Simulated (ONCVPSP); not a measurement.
# bromine (Br), ONCV: configuration errors across variants

Br (Z = 35), optimised norm-conserving Vanderbilt (ONCV), made with ONCVPSP 4.0.1 (PBEsol, scalar-relativistic). Core [Ar] 3d10, reference 4s2 4p5. Waves: 4s: rc 1.50 bohr, ncon 3, nbas 6, qcut 3.7 1/bohr, 2 projectors, debl 1.6 Ha; 4p: rc 1.50 bohr, ncon 4, nbas 9, qcut 5.3 1/bohr, local. Local part: the p channel. Core correction: Teter function, fcfact 4.5, rcfact 1.7.

All-electron excitation energies from the reference (eV): (1) 4s2 4p4 12.554; (2) 4s2 4p3 35.325; (3) 4s2 4p2 69.335; (4) 4s2 4p1 115.400.

A true bound ghost makes a file unfit for plane-wave use even where its test errors are small: the radial tests pick states by their node count and pass the ghost by.

Errors AE − PS in meV (a dash: test not solved or not reliable):

| change | (1) | (2) | (3) | (4) | bound ghosts | GHOST(+) flags above zero |
| --- | --- | --- | --- | --- | --- | --- |
| base | -10 | -68 | -247 | -667 | none | s |
| s: qcut 2.2 | -9.9 | -67 | -243 | -656 | s | s |
| s: qcut 3.4 | -10.0 | -67 | -245 | -661 | s | s |
| s: qcut 3.8 | -10 | -68 | -247 | -667 | none | s |
| s: qcut 4.4 | -10 | -68 | -250 | -675 | none | none |
| s: qcut 5 | -9.9 | -67 | -248 | -672 | none | none |
| s: qcut 5.4 | -9.9 | -67 | -249 | -675 | none | none |

Q: Give the same row for: s: qcut 2.8.

A: -9.9, -67, -244, -659; bound ghosts: s; GHOST(+) flags above zero: s.
